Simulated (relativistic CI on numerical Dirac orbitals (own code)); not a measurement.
## Ru29+: sensitivity of the levels to the model

Base calculation: Dirac-Coulomb-Breit CI, KLI orbitals optimised for each configuration, model QED, unscaled Slater integrals.

Configurations in the expansion (outside the closed core [Ne]): 3s²3p³, 3s3p⁴, 3s²3p²3d, 3p⁵, 3s3p³3d, 3p⁴3d, 3s3p²3d², 3s²3p3d4p, 3p⁴4s, 3s3p²3d4s, 3p⁴4p, 3s²3p²4s, 3s²3p3d², 3s²3d³, 3s3p3d³, 3s²3d²4s, 3p³3d², 3p²3d³, 3p²3d²4s, 3s²3p3d4s, 3s3p3d²4s, 3s²3d4s², 3s3p²3d4p, 3s3p3d²4p, 3p²3d²4p, 3s3p3d4s4p. Double excitations out of closed p, d and f shells are left out; levels of such configurations are missing from the list, as are those of other unlisted configurations, and high levels can miss mixing partners.

Variants: (1) one mean potential for all configurations. Shifts of the energy above 3s²3p³ ⁴S°3/2, in cm⁻¹, for the lowest level and the first level of each name with at least 55 % of one term (blank where a level changes its place among those of its configuration and J or its character, or is not in the variant):

| Level | Base | Δ(1) |
| --- | --- | --- |
| 3s²3p³ ⁴S°3/2 | 0 | 0 |
| 3s²3p³ ²D°5/2 | 248425 | +45 |
| 3s²3p³ ²P°1/2 | 310209 | +13 |
| 3s²3p³ ²P°3/2 | 509570 | +94 |
| 3s3p⁴ ⁴P5/2 | 804114 | +378 |
| 3s3p⁴ ⁴P1/2 | 930171 | +403 |
| 3s²3p²3d ²F5/2 | 1136971 | -64 |
| 3s²3p²3d ⁴F7/2 | 1167914 | -110 |
| 3s²3p²3d ⁴F9/2 | 1230801 | -117 |
| 3s²3p²3d ²G7/2 | 1321571 | -113 |
| 3s²3p²3d ²D3/2 | 1385897 | -109 |
| 3s²3p²3d ²G9/2 | 1465212 | -108 |
| 3s3p³3d ⁶D°1/2 | 1702917 | +366 |
| 3s3p³3d ⁶D°5/2 | 1702940 | +354 |

At this charge energies of transitions that change n are usually good to better than 1 %, and those within a shell (Δn = 0) to a few per cent.

Ionisation energy from the two ground configurations alone: base 1644.16 eV. The NIST ASD value (semi-empirical) is 1659 eV.

LS names give the leading component of a level, which can be under half, so a name can repeat, a term be missing and a line seem to break the LS rules.
